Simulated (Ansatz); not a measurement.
Gas-phase electronic energies from Ansatz, PBE0-D4/def2-TZVP geometries. CCSD(T)/CBS is the MP2 limit (def2-TZVPP, def2-QZVPP) plus CCSD(T) − MP2 in def2-TZVPP, frozen cores. Each species was taken in one conformer, which may not be the lowest.

Reaction (substitution at a C–O bond): `[CH3][AlH][O]C[SiH3]` + `FCS` → `FCSC[SiH3]` + `[CH3][AlH][OH]`

`[CH3][AlH][O]C[SiH3]`:

Cartesian coordinates in Å:
```
C -0.940 -0.566 -2.791
Al -1.178 -0.421 -0.872
O 0.201 -0.550 0.108
C 0.398 -0.446 1.497
Si 1.404 1.107 1.885
H -1.542 -1.381 -3.203
H 0.104 -0.745 -3.058
H -1.267 0.348 -3.297
H -2.564 -0.193 -0.131
H -0.552 -0.413 2.050
H 0.935 -1.332 1.860
H 1.612 1.241 3.354
H 0.664 2.301 1.390
H 2.726 1.050 1.208
```

`FCS`:

Z-matrix (Å, degrees):
```
C
S 1 1.789
F 1 1.375 2 113.1
H 1 1.090 2 110.8 3 121.5
H 1 1.092 2 106.3 3 -118.9
H 2 1.342 1 96.6 3 -76.4
```

`FCSC[SiH3]`:

```xyz
12

F    -2.089   -1.051    1.351
C    -0.957   -1.531    0.722
S    -0.823   -0.982   -0.964
C    -0.411    0.765   -0.702
Si    1.408    1.001   -0.285
H    -0.094   -1.212    1.309
H    -1.012   -2.622    0.690
H    -0.636    1.267   -1.646
H    -1.087    1.185    0.045
H     1.773    0.186    0.904
H     2.230    0.564   -1.441
H     1.697    2.430    0.017
```

`[CH3][AlH][OH]`:

Z-matrix (Å, degrees):
```
C
Al 1 1.941
H 1 1.092 2 111.9
H 1 1.095 2 111.0 3 120.7
H 1 1.095 2 111.2 3 -121.1
O 2 1.701 1 117.6 3 -3.3
H 2 1.589 1 124.2 3 176.8
H 6 0.956 2 122.5 1 -179.8
```

| species | MP2/def2-TZVPP energy (Eh) |
| --- | --- |
| `[CH3][AlH][O]C[SiH3]` | -687.60616 |
| `FCS` | -537.24517 |
| `FCSC[SiH3]` | -866.69559 |
| `[CH3][AlH][OH]` | -358.18486 |

Q: Work out ΔE.

A: ΔE = (-866.69559) + (-358.18486) − (-687.60616) − (-537.24517) = -0.02912 Eh = -18.3 kcal/mol. CCSD(T)/CBS gives -17.2 kcal/mol.

Largest T1 diagnostic among the species: 0.012.

The D4 term adds −1.1 kcal/mol with B3LYP and −0.5 kcal/mol with PBE0; it sums over pairs of atoms, weighted by their polarisabilities, and B3LYP, whose exchange is more repulsive, gets the larger term. In def2-TZVPP, CCSD(T) changes the Hartree–Fock value by −3.8 kcal/mol (the triples alone add −0.6 kcal/mol) and MP2 by −6.2 kcal/mol.

B3LYP here is the variant with VWN-RPA as its local correlation; programs differ in this.
